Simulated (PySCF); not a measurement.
## Steps of a relaxation of [Dy(NH2)3]−

[Dy(NH2)3]− (singlet in the valence; each metal's 4f electrons, 10 of them, lie in its core potential, out of spins and levels). PySCF 2.14.0, RKS PBE0, Dy lcecp-0-SVP with ECP56, N def2-SVP, H def2-SVP; non-relativistic Hamiltonian with scalar-relativistic core potentials where named; density fitting; no spin-orbit coupling. Origin of the start: displaced along the imaginary mode. Columns: position (Å) and force (eV/Å). Energies are counted from the last step; some of the 55 steps are shown. Forces carry noise of the integration grid, about 0.01 to 0.03 eV/Å.

Run from Python with OMP_NUM_THREADS=2. Where DIIS fails, smearing, a level shift and second-order steps follow.
It took 4.3 min on 2 threads of Arm Neoverse V1 (shared host), from the converged density of the start.

```xyz
10
step 0  E = 0.422 eV
Dy    0.0000    0.0000    0.0000     0.00    0.00    0.00
N     2.4166    0.0000   -0.0093     0.53    0.01   -0.04
H     3.0485   -0.1695    0.7977    -0.27    0.06   -0.54
H     3.0675    0.1695   -0.8006    -0.28   -0.06    0.54
N    -1.2083    2.0928   -0.0025    -0.53    0.92   -0.01
H    -1.7442    2.5211    0.7987     0.49   -0.34   -1.08
H    -1.3138    2.7755   -0.7995     0.05   -0.60    1.08
N    -1.2083   -2.0928    0.0118    -0.07   -0.11    0.05
H    -1.6048   -2.6185    0.8010     0.02    0.06   -0.13
H    -1.4532   -2.6781   -0.7973     0.05    0.05    0.13
```

```xyz
10
step 18  E = 0.042 eV
Dy   -0.0224    0.0209   -0.0043     0.00    0.05    0.00
N     2.3680   -0.0079   -0.2033     0.17   -0.15    0.12
H     2.9431   -0.7832    0.1638    -0.13    0.24   -0.17
H     3.0600    0.7031   -0.4680    -0.06   -0.11    0.05
N    -1.2006    2.1090   -0.0309    -0.27   -0.11    0.09
H    -2.2008    2.2617    0.1681     0.27   -0.01   -0.07
H    -0.8444    3.0504   -0.2087     0.01    0.10   -0.02
N    -1.1720   -2.0748    0.2340    -0.10   -0.21   -0.10
H    -2.0197   -2.4053    0.7146     0.19    0.06   -0.13
H    -0.9113   -2.8738   -0.3652    -0.07    0.14    0.22
```

```xyz
10
step 36  E = 0.006 eV
Dy   -0.0099   -0.0154   -0.0282     0.01    0.00    0.00
N     2.3792    0.0020   -0.1997    -0.01    0.00   -0.01
H     3.0359   -0.7816   -0.2641     0.00   -0.01    0.01
H     2.9925    0.8221   -0.2292     0.01    0.01    0.00
N    -1.1956    2.0661   -0.0067     0.02    0.00    0.00
H    -2.2012    2.2479   -0.0769     0.00    0.00    0.02
H    -0.7895    3.0060    0.0403    -0.01    0.00   -0.01
N    -1.1985   -2.0844    0.1815    -0.01   -0.01    0.03
H    -2.1513   -2.2199    0.5341    -0.01    0.00   -0.03
H    -0.8617   -3.0429    0.0489     0.00   -0.01    0.00
```

Q: Where does the relaxation end?

A: It converges at step 54 in C1, nearly D3d:
```xyz
10
step 54  E = 0
Dy    0.0196   -0.0015    0.0189
N     2.4050   -0.0054   -0.2112
H     3.0448   -0.8029   -0.2778
H     3.0344    0.8018   -0.2548
N    -1.1957    2.0629    0.0199
H    -2.2133    2.1776    0.0509
H    -0.8550    3.0261   -0.0552
N    -1.1910   -2.0591    0.2055
H    -2.2034   -2.1757    0.3103
H    -0.8455   -3.0237    0.1937
```

Q: How did the contacts change?

A: 
```csv
contact,start (Å),end (Å)
Dy1–N2 (NH2),2.417,2.396
Dy1–N5 (NH2),2.417,2.396
Dy1–N8 (NH2),2.417,2.395
```


An lcecp potential fixes the number of 4f electrons, so in runs with it no electron can move into or out of that shell; real Dy(II) is rare or takes another configuration.
